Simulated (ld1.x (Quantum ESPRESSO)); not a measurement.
## Before and after: RRKJ potential for Te

ld1.x (Quantum ESPRESSO) 7.5 input, shortened:

```
&input
   title='Te', zed=52., rel=1, dft='PBESOL', iswitch=3,
   config='[Kr] 4d10 5s1.75 5p4.25'
 /
 &inputp
   pseudotype=2, tm=.false., lloc=0,
   nlcc=.true., new_core_ps=.true., rcore=0.95
 /
3
5P  2  1   4.25   0.00  1.85  1.85  0.0
4D  3  2  10.00   0.00  1.00  1.00  0.0
5S  1  0   1.75   0.00  1.35  1.35  0.0
 &test
   configts(1)='4d10 5s1.75 5p4.25'
 /
```

Change: wave 4d (bound): rc 1.00 bohr becomes 4d (bound): rc 1.30 bohr.

Cutoffs: the cutoffs (Ry, on a coarse ladder) from which the occupation-weighted sum of valence levels, in a spherical-Bessel basis at the reference potential, stays within 10 and 1 mRy of its value at 400 Ry; they do not see the model core or the augmentation charge, which bear on the density cutoff. Errors are all-electron minus pseudo energies relative to the spin-unpolarised reference configuration.

Problem. How do hardness, ghosts and transferability respond?

Solution. The potential gets softer (180 Ry and 300 Ry → 100 Ry and 200 Ry); the errors of the 7 common tests hardly move; neither file shows a bound ghost. A larger radius leaves more room for a smooth pseudo-wave, so fewer plane waves are needed.

| quantity | base | changed |
| --- | --- | --- |
| cutoff, loose | 180 Ry | 100 Ry |
| cutoff, tight | 300 Ry | 200 Ry |
| loose cutoff by channel (10 mRy a level) | p 15 Ry, d 90 Ry, s 45 Ry | p 15 Ry, d 80 Ry, s 45 Ry |
| bound ghosts | none | none |
| error for 4d10 5s2 5p4, meV [ΔE -2.30 eV] | -0.5 | -0.5 |
| error for 4d10 5s2 5p3, meV [ΔE 7.45 eV] | -4.8 | -4.8 |
| error for 4d10 5s2 5p2, meV [ΔE 25.42 eV] | -9.2 | -9.2 |
| error for 4d9 5s2 5p5, meV [ΔE 35.88 eV] | -235 | -213 |
| error for 4d10 5s0 5p6, meV [ΔE 16.46 eV] | -49 | -50 |
| error for 4d10 5s1 5p4, meV [ΔE 17.32 eV] | -3.9 | -3.9 |
| error for 4d10 5s2 5p3.5, meV [ΔE 1.60 eV] | -2.5 | -2.5 |
| s: phases at 2.00 bohr within 0.05 rad from the reference energy up to (Ry; the scan ends near 5) | 0.1 | 0.1 |
| p: phases at 2.00 bohr within 0.05 rad from the reference energy up to (Ry; the scan ends near 5) | to the end of the scan | to the end of the scan |
| d: phases at 2.00 bohr within 0.05 rad from the reference energy up to (Ry; the scan ends near 5) | 0.3 | 0.3 |
